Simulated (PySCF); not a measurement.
GeHFBr2, SMILES [F][GeH]([Br])[Br]. Coordinates come from a B3LYP-D3(BJ)/def2-SVP optimisation. The structure was generated by enumeration, and PubChem lists no compound with its InChIKey, so it may never have been made.

Computed with B3LYP-D3(BJ)/def2-SVP (PySCF 2.14.0).

Harmonic wavenumbers (cm⁻¹): 96, 173, 181, 294, 337, 682, 711, 727, 2181. Rotational constants (GHz): 2.719, 0.8512, 0.6908; symmetry number 1.

**Question.** Work out the zero-point energy and the ideal-gas rigid-rotor harmonic-oscillator thermochemistry at 298.15 K and 1 atm.

**Answer.** ZPE = ½ Σ hcν = ½ × 5383 cm⁻¹ = 7.69 kcal/mol. H − E(el) = 11.99 kcal/mol. Entropy in cal/(mol K): translation 42.48, rotation 29.69, vibration 11.83, total 83.99. G − E(el) = -13.05 kcal/mol. Cp = 19.38 cal/(mol K). Modes under 150 cm⁻¹ make the vibrational entropy uncertain.
